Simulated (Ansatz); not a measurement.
CHAlSSe, SMILES `[Se]=[C]1[AlH][S]1`, relaxed with RKS PBE-D4/def2-SVP in the Gaussian-basis code of Ansatz from a rough embedded geometry. The force threshold is 0.03 eV/Å; the program also tests the step.

Charge 0, multiplicity 1.

Start:

```xyz
5

Se    0.344   -1.523   -1.438
C     0.649   -0.897   -0.109
Al   -0.549    0.679    0.456
S     1.134    0.106    1.411
H    -1.579    1.634   -0.320
```

```
step  energy (eV)  largest force (eV/Å)  largest move (Å)
   1  -83796.6330                16.410             0.000
   2  -83799.6674                 5.477             0.195
   3  -83800.4122                 1.282             0.195
   4  -83800.6942                 0.858             0.199
   5  -83800.8639                 0.769             0.194
   6  -83800.9295                 0.177             0.167
   7  -83800.9311                 0.132             0.046
   8  -83800.9342                 0.013             0.019
```

End:

```xyz
5

Se    0.906   -2.102   -1.280
C     0.385   -0.704   -0.337
Al   -0.651    0.825    0.170
S     1.086   -0.011    1.220
H    -1.727    1.992    0.227
```

It took 27 s on 2 threads of an Intel Xeon Platinum 8259CL on a shared host, with 0.17 GiB of host memory at the peak.
